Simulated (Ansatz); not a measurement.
C6H11F6N2Sb⁺, that is 1-ethyl-3-methylimidazolium hexafluoroantimonate with one electron fewer. The state is a doublet with charge 1. Geometry PBE-D4/def2-SVP, that of the neutral singlet; atoms count from 1.

```xyz
26

C     0.736   -2.704   -1.889
C    -0.390   -1.936   -1.205
N     0.016   -1.373    0.093
C    -0.064   -1.990    1.331
C     0.395   -1.086    2.259
N     0.757    0.056    1.565
C     1.149    1.339    2.146
C     0.518   -0.138    0.258
H     0.376   -3.104   -2.857
H     1.089   -3.558   -1.275
H     1.601   -2.043   -2.098
H    -0.742   -1.077   -1.809
H    -1.266   -2.586   -1.008
H    -0.449   -3.007    1.450
H     0.479   -1.156    3.347
H     0.294    1.749    2.717
H     1.370    2.037    1.319
H     2.030    1.202    2.802
H     0.660    0.620   -0.524
F    -0.946    3.652   -2.629
Sb   -1.270    2.732   -0.964
F    -1.298    4.375    0.052
F     0.695    2.587   -0.667
F    -3.181    2.709   -1.229
F    -1.472    1.707    0.704
F    -1.087    0.993   -1.889
```

In the def2 sets Sb takes a core potential; there is no spin–orbit coupling.

(1) Estimate the Mulliken populations from the PBE0/def2-SVP orbitals of Ansatz.

(2) Where does the spin sit?

(3) And the Mayer bond orders between heavy atoms (over 0.3)?

Results:

(1) 
```json
{"atom": "C1", "charge (e)": "-0.11", "spin (α − β)": "0.00"}
{"atom": "C2", "charge (e)": "-0.01", "spin (α − β)": "0.00"}
{"atom": "N3", "charge (e)": "-0.27", "spin (α − β)": "-0.06"}
{"atom": "C4", "charge (e)": "0.21", "spin (α − β)": "0.35"}
{"atom": "C5", "charge (e)": "0.22", "spin (α − β)": "0.33"}
{"atom": "N6", "charge (e)": "-0.27", "spin (α − β)": "-0.05"}
{"atom": "C7", "charge (e)": "0.00", "spin (α − β)": "0.00"}
{"atom": "C8", "charge (e)": "0.34", "spin (α − β)": "0.33"}
{"atom": "H9", "charge (e)": "0.13", "spin (α − β)": "0.00"}
{"atom": "H10", "charge (e)": "0.08", "spin (α − β)": "0.00"}
{"atom": "H11", "charge (e)": "0.09", "spin (α − β)": "0.00"}
{"atom": "H12", "charge (e)": "0.16", "spin (α − β)": "0.00"}
{"atom": "H13", "charge (e)": "0.12", "spin (α − β)": "0.00"}
{"atom": "H14", "charge (e)": "0.17", "spin (α − β)": "-0.02"}
{"atom": "H15", "charge (e)": "0.17", "spin (α − β)": "-0.02"}
{"atom": "H16", "charge (e)": "0.15", "spin (α − β)": "0.00"}
{"atom": "H17", "charge (e)": "0.15", "spin (α − β)": "0.00"}
{"atom": "H18", "charge (e)": "0.13", "spin (α − β)": "0.00"}
{"atom": "H19", "charge (e)": "0.19", "spin (α − β)": "-0.01"}
{"atom": "F20", "charge (e)": "-0.36", "spin (α − β)": "0.01"}
{"atom": "Sb21", "charge (e)": "1.68", "spin (α − β)": "-0.01"}
{"atom": "F22", "charge (e)": "-0.36", "spin (α − β)": "0.02"}
{"atom": "F23", "charge (e)": "-0.42", "spin (α − β)": "0.00"}
{"atom": "F24", "charge (e)": "-0.36", "spin (α − β)": "0.02"}
{"atom": "F25", "charge (e)": "-0.40", "spin (α − β)": "0.08"}
{"atom": "F26", "charge (e)": "-0.43", "spin (α − β)": "0.00"}
```
Mulliken values depend strongly on the basis.

(2) Summed by element: C 1.02, N -0.11, H -0.04, F 0.14, Sb -0.01, of 1 unpaired in all. Largest on single atoms: C4 0.35, C5 0.33, C8 0.33.

(3) C1–C2 1.08 (1.53 Å); C2–N3 0.82 (1.47 Å); N3–C4 1.30 (1.39 Å); N3–C8 1.22 (1.34 Å); C4–C5 1.25 (1.38 Å); C5–N6 1.31 (1.38 Å); N6–C7 0.85 (1.46 Å); N6–C8 1.22 (1.34 Å); F20–Sb21 0.90 (1.93 Å); Sb21–F22 0.89 (1.93 Å); Sb21–F23 0.67 (1.99 Å); Sb21–F24 0.90 (1.93 Å); Sb21–F25 0.67 (1.97 Å); Sb21–F26 0.70 (1.98 Å).
